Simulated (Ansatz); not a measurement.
Ansatz (a first-principles code) input (B3LYP-D3(BJ)/def2-TZVP):

Ansatz 0.2 input:
```yaml
crystal:
  periodic: [false, false, false]
  atoms:
    - {symbol: Y, position_ang: [1.11607208, -0.02493613, -0.00877934]}
    - {symbol: I, position_ang: [-0.38311617, 1.74458709, -1.42816909]}
    - {symbol: I, position_ang: [-0.43814441, -1.72623786, 1.43462936]}
basis:
  gaussian:
    orbitals: def2-TZVP
hamiltonian:
  xc: b3lyp
  dispersion: d3bj
total_charge: 1
phonons: {temperatures: {t_min: 298.15, t_max: 298.15, t_step: 100}}
```

Output:

```
Functional definition: B3LYP
integrals: 0.07 GiB planned
1189 factors; their error is unknown
mean field: 0.59 GiB planned
mean field evaluation 1: about -17242.8879 eV, gradient 3.5e1 eV
mean field evaluation 2: about -17131.4179 eV, gradient 2.0e2 eV
mean field evaluation 4: about -17246.5275 eV, gradient 1.1e1 eV
mean field evaluation 8: about -17246.8951 eV, gradient 1.1e-1 eV
mean field evaluation 16: about -17247.3458 eV, gradient 9.2e-5 eV
mean field -17247.34580005 eV, -633.8282674809 hartree, gradient 1.3e-5 eV, S^2 0.000000; 0 other end points of the search recorded, 0 dependent functions left out
the calculation of the forces begins
reference -17247.34602782 eV, -633.8282758513 hartree; 30, 30 occupied and 110, 110 virtual orbitals, 1189 factors
these checks for a lower state are left out or cut short: stability, starts, cluster_reference, orbital_swaps, neighbouring_geometries, increment
integrals: 0.07 GiB planned
1189 factors; their error is unknown
mean field: 0.59 GiB planned
mean field -17247.34578513 eV, -633.8282669328 hartree, gradient 2.1e-6 eV, S^2 0.000000; 0 other end points of the search recorded, 0 dependent functions left out
the calculation of the forces begins
reference -17247.34601292 eV, -633.8282753037 hartree; 30, 30 occupied and 110, 110 virtual orbitals, 1189 factors
these checks for a lower state are left out or cut short: stability, starts, cluster_reference, orbital_swaps, neighbouring_geometries, increment
integrals: 0.07 GiB planned
1189 factors; their error is unknown
mean field: 0.59 GiB planned
mean field evaluation 32: about -17247.3458 eV, gradient 1.4e-3 eV
mean field -17247.34576572 eV, -633.8282662195 hartree, gradient 2.1e-6 eV, S^2 0.000000; 0 other end points of the search recorded, 0 dependent functions left out
the calculation of the forces begins
reference -17247.34599348 eV, -633.8282745895 hartree; 30, 30 occupied and 110, 110 virtual orbitals, 1189 factors
these checks for a lower state are left out or cut short: stability, starts, cluster_reference, orbital_swaps, neighbouring_geometries, increment
integrals: 0.07 GiB planned
1189 factors; their error is unknown
mean field: 0.59 GiB planned
mean field -17247.34590262 eV, -633.8282712503 hartree, gradient 2.1e-6 eV, S^2 0.000000; 0 other end points of the search recorded, 0 dependent functions left out
the calculation of the forces begins
reference -17247.34613041 eV, -633.8282796217 hartree; 30, 30 occupied and 110, 110 virtual orbitals, 1189 factors
these checks for a lower state are left out or cut short: stability, starts, cluster_reference, orbital_swaps, neighbouring_geometries, increment
integrals: 0.07 GiB planned
1189 factors; their error is unknown
mean field: 0.59 GiB planned
mean field -17247.34564800 eV, -633.8282618933 hartree, gradient 2.1e-6 eV, S^2 0.000000; 0 other end points of the search recorded, 0 dependent functions left out
the calculation of the forces begins
reference -17247.34587575 eV, -633.8282702628 hartree; 30, 30 occupied and 110, 110 virtual orbitals, 1189 factors
these checks for a lower state are left out or cut short: stability, starts, cluster_reference, orbital_swaps, neighbouring_geometries, increment
integrals: 0.07 GiB planned
1189 factors; their error is unknown
mean field: 0.59 GiB planned
mean field -17247.34578937 eV, -633.8282670884 hartree, gradient 2.1e-6 eV, S^2 0.000000; 0 other end points of the search recorded, 0 dependent functions left out
the calculation of the forces begins
reference -17247.34601713 eV, -633.8282754585 hartree; 30, 30 occupied and 110, 110 virtual orbitals, 1189 factors
these checks for a lower state are left out or cut short: stability, starts, cluster_reference, orbital_swaps, neighbouring_geometries, increment
integrals: 0.07 GiB planned
1189 factors; their error is unknown
mean field: 0.59 GiB planned
mean field evaluation 64: about -17247.3458 eV, gradient 1.4e-3 eV
mean field -17247.34579899 eV, -633.8282674420 hartree, gradient 2.1e-6 eV, S^2 0.000000; 0 other end points of the search recorded, 0 dependent functions left out
the calculation of the forces begins
reference -17247.34602677 eV, -633.8282758127 hartree; 30, 30 occupied and 110, 110 virtual orbitals, 1189 factors
Total energy: -17247.64079879 eV, -633.8391084849 hartree
Atom 0 at     1.116072    -0.024936    -0.008779 Å, force     0.001461    -0.000033    -0.000011 eV/Å
Atom 1 at    -0.383116     1.744587    -1.428169 Å, force    -0.000732    -0.000083     0.000087 eV/Å
Atom 2 at    -0.438144    -1.726238     1.434629 Å, force    -0.000729     0.000115    -0.000076 eV/Å
Dipole moment:     1.598448    -0.035714    -0.012574 e Å
Vibrations: 46.77 226.90 262.34 cm⁻¹, zero-point energy 0.033229 eV
```

The spin state was set by rule; other spins were not relaxed.
